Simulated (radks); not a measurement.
Task: Successive ionisation energies (eV) of one element, from differences of total energies of ions in their ground configurations, starting at charge 0: 8.974, 15.828, 25.986, 37.961, 50.992, 64.903, 122.62, 139.82, 159.06, 178.20, 209.58, 233.69, 258.48, 292.77, 328.53, 367.07, 391.14, 422.88, 462.84, 504.10, 546.61, 590.36. Calculated with a radial shooting solver on a logarithmic mesh with Libxc functionals: Dirac Kohn-Sham, relativistic LDA (MacDonald-Vosko exchange, VWN5 correlation), spin-unpolarised, spherical densities, finite nucleus; open shells fill j = l - 1/2 first; Fermi nuclear charge, rms radius 5.3658 fm. Which element is it?

Result: Tungsten (Z = 74). The first species listed is W in [Xe] 4f14 5d4 6s2, the last W21+ in [Kr] 4d10 4f7.
